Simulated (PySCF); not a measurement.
**Radial density of Se⁺ (selenium, charge +1)**

TPSS, [Ar] 3d10 4s2 4p3, high-spin 4S determinant. Calculation: PySCF 2.14, in cc-pVDZ-PP with ECP10MDF; a scalar-relativistic core potential. This is the valence pseudo-density: the core potential removes the inner electrons and smooths the orbitals near the nucleus.

```json
{"r (bohr)": "0.000659", "4πr²ρ (e/bohr)": "2.913e-05", "4πr²(ρα − ρβ)": "0.0000"}
{"r (bohr)": "0.00111", "4πr²ρ (e/bohr)": "8.229e-05", "4πr²(ρα − ρβ)": "0.0000"}
{"r (bohr)": "0.00186", "4πr²ρ (e/bohr)": "0.0002318", "4πr²(ρα − ρβ)": "0.0000"}
{"r (bohr)": "0.00313", "4πr²ρ (e/bohr)": "0.0006478", "4πr²(ρα − ρβ)": "0.0000"}
{"r (bohr)": "0.00527", "4πr²ρ (e/bohr)": "0.001771", "4πr²(ρα − ρβ)": "0.0000"}
{"r (bohr)": "0.00887", "4πr²ρ (e/bohr)": "0.004566", "4πr²(ρα − ρβ)": "0.0000"}
{"r (bohr)": "0.0149", "4πr²ρ (e/bohr)": "0.01026", "4πr²(ρα − ρβ)": "0.0000"}
{"r (bohr)": "0.0251", "4πr²ρ (e/bohr)": "0.01863", "4πr²(ρα − ρβ)": "0.0000"}
{"r (bohr)": "0.0422", "4πr²ρ (e/bohr)": "0.03481", "4πr²(ρα − ρβ)": "0.0000"}
{"r (bohr)": "0.0710", "4πr²ρ (e/bohr)": "0.1444", "4πr²(ρα − ρβ)": "0.0002"}
{"r (bohr)": "0.119", "4πr²ρ (e/bohr)": "1.139", "4πr²(ρα − ρβ)": "0.0014"}
{"r (bohr)": "0.201", "4πr²ρ (e/bohr)": "6.686", "4πr²(ρα − ρβ)": "0.0290"}
{"r (bohr)": "0.338", "4πr²ρ (e/bohr)": "23.97", "4πr²(ρα − ρβ)": "0.2387"}
{"r (bohr)": "0.568", "4πr²ρ (e/bohr)": "29.81", "4πr²(ρα − ρβ)": "0.1554"}
{"r (bohr)": "0.955", "4πr²ρ (e/bohr)": "8.796", "4πr²(ρα − ρβ)": "0.3039"}
{"r (bohr)": "1.61", "4πr²ρ (e/bohr)": "3.589", "4πr²(ρα − ρβ)": "1.6980"}
{"r (bohr)": "2.70", "4πr²ρ (e/bohr)": "1.175", "4πr²(ρα − ρβ)": "0.8447"}
{"r (bohr)": "4.55", "4πr²ρ (e/bohr)": "0.07254", "4πr²(ρα − ρβ)": "0.0646"}
{"r (bohr)": "7.65", "4πr²ρ (e/bohr)": "8.696e-05", "4πr²(ρα − ρβ)": "0.0001"}
```

Energies and moments cover only the electrons outside the core potential.
